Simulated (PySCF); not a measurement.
H₃N, SMILES [NH3+], charge +1, multiplicity 2. Geometry optimised at PBE0-D3(BJ)/def2-TZVPD.

All values below come from PySCF with PBE0-D3(BJ)/def2-TZVPD.

Harmonic wavenumbers (cm⁻¹): 869, 1529, 1529, 3369, 3545, 3545. Rotational constants (GHz): 318.7, 318.7, 159.3; symmetry number 6.

Problem. Work out the zero-point energy and the ideal-gas rigid-rotor harmonic-oscillator thermochemistry at 298.15 K and 1 atm.

Solution. ZPE = ½ Σ hcν = ½ × 14386 cm⁻¹ = 20.57 kcal/mol. H − E(el) = 22.98 kcal/mol. Entropy in cal/(mol K): translation 34.44, rotation 10.10, vibration 0.18, spin 1.38, total 46.10. G − E(el) = 9.24 kcal/mol. Cp = 8.63 cal/(mol K).
